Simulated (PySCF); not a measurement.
C2H6N2Si2.
Geometry (PBE0-D3(BJ)/def2-SVP, Å), atoms numbered from 1 in this order:
```xyz
12
C2H6N2Si2 angstrom
N      2.1434    1.4650   -1.7840
C      1.9564    0.8506   -0.8192
C      1.7003    0.0807    0.3884
N      0.7517   -0.7408    0.5387
Si    -0.5484   -1.1861   -0.5709
Si    -2.4430   -0.0747    0.2535
H      2.4188    0.2708    1.2059
H     -0.6997   -2.6647   -0.4675
H     -0.2703   -0.8067   -1.9936
H     -2.6394   -0.4132    1.6946
H     -3.6484   -0.4898   -0.5268
H     -2.2452    1.3998    0.1105
```

The calculation used PySCF, PBE0-D3(BJ)/def2-SVP geometry optimisation, gas phase.

Masses are those of the commonest isotopes; rigid-rotor values at the optimised geometry. The values belong to one conformer with, in the numbering `[N:1]#[C:2]/[CH:3]=[N:4]\[SiH2:5][SiH3:6]`, C3–N4–Si5–Si6 -104°.

Problem. What are A, B and C (GHz)?

Solution. Ia = 122.81, Ib = 446.18, Ic = 477.66 u·Å²; 505379 MHz·u·Å²/I gives 4115, 1133 and 1058 MHz, that is A = 4.1153, B = 1.1327, C = 1.0580 GHz.

Problem. Classify the top.

Solution. A near-prolate asymmetric top: κ = (2 × 1133 − 4115 − 1058)/(4115 − 1058) = -0.95.

Problem. What does the inertial defect say?

Solution. Not planar: Δ = Ic − Ia − Ib = -91.33 u·Å². For a rigid frame Δ = −2 Σ m c², so Σ m c² = 45.66 u·Å² lies off the ab plane: 11.57 from hydrogen and 34.10 from heavier atoms. The atom farthest from that plane is 1.83 Å away.

Problem. Which lines would a microwave search look for?

Solution. The dipole components are |μa| = 1.25 D, |μb| = 1.21 D, |μc| = 0.74 D. The squared components, which scale the intensities, stand as 1.00 : 0.94 : 0.35 (a : b : c). Some of the stronger lines:

```
type  branch         J(Ka,Kc)    MHz  lower level (cm⁻¹)
   c       Q  1(1,1) ← 1(0,1)   2983               0.073
   b       Q  2(1,1) ← 2(0,2)   3133               0.219
   a       R  2(1,2) ← 1(1,1)   4307               0.173
   a       R  2(0,2) ← 1(0,1)   4380               0.073
   a       R  3(0,3) ← 2(0,2)   6567               0.219
   a       R  3(1,2) ← 2(1,1)   6683               0.324
   b       R  2(1,2) ← 1(0,1)   7289               0.073
   c       Q  3(2,2) ← 3(1,2)   8837               0.547
   b       Q  2(2,1) ← 2(1,2)   9172               0.316
   b       Q  3(2,2) ← 3(1,3)   9285               0.532
   c       R  3(1,2) ← 2(0,2)   9816               0.219
   b       R  2(2,1) ← 1(1,0)  13404               0.175
   c       R  2(2,0) ← 1(1,0)  13405               0.175
   c       R  2(2,1) ← 1(1,1)  13478               0.173
   b       R  2(2,0) ← 1(1,1)  13480               0.173
   c       Q  3(3,1) ← 3(2,1)  15094               0.842
   b       Q  3(3,0) ← 3(2,1)  15094               0.842
   b       Q  3(3,1) ← 3(2,2)  15100               0.841
   b       R  3(3,1) ← 2(2,0)  21671               0.622
```

Problem. Estimate the classical rotational partition function at 25 K, 100 K and 298.15 K.

Solution. Point group C1, symmetry number σ = 1; q = (√π/σ)·√((kT/h)³/(ABC)), k/h = 20836.6 MHz/K: 9490 at 25 K, 75900 at 100 K, 391000 at 298.15 K.

PBE0-D3(BJ)/def2-SVP frequencies: not computed here. These are rigid-rotor constants of the computed structure; measured ground-state constants (B0) also hold zero-point vibration. A rigid rotor knows nothing of internal rotation, which can split or shift real lines. Quadrupole hyperfine structure (14N) is left out.

The run took 77 s on one thread, Arm Neoverse N1 (aarch64), no GPU (shared host), and the process peaked at 0.52 GiB of memory. These figures are those of the optimisation.
